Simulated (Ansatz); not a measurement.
H₄INO₂Si, SMILES `N[Si](O)(O)I`, relaxed with RKS PBE-D4/def2-SVP in the Gaussian-basis code of Ansatz from a rough embedded geometry. The force threshold is 0.03 eV/Å; the program also tests the step.

Total charge 0; spin multiplicity 1. I takes the def2 core potential.

Start:

```xyz
9

N    -0.594   -1.175   -0.075
Si    0.147    0.273    0.175
O     1.603    0.024   -0.447
O    -0.638    1.329   -0.729
I     0.227    0.809    2.521
H    -1.665   -0.968   -0.129
H    -0.532   -1.767    0.743
H     1.650   -0.740   -1.140
H    -0.199    2.217   -0.918
```

(1) How much energy does the relaxation release, and in how many steps? (Estimate.)

(2) Which bonds change most? (Estimate.)

(3) Give the relaxed structure. (An estimate is asked.)

## Answers

(1) Ansatz gave: 80.96 kJ/mol, in 12 steps, 2 of them rejected.

(2) The calculation gave: Si2–I5 from 2.408 to 2.485 Å; N1–Si2 from 1.646 to 1.719 Å; Si2–O4 from 1.596 to 1.667 Å; N1–H6 from 1.093 to 1.023 Å.

(3) The calculation gave: 
```xyz
9

N    -0.818   -1.179   -0.044
Si    0.168    0.221    0.110
O     1.748   -0.157   -0.270
O    -0.564    1.358   -0.865
I     0.396    1.208    2.380
H    -1.833   -1.056   -0.040
H    -0.550   -2.028    0.459
H     1.811   -0.645   -1.113
H    -0.360    2.277   -0.617
```
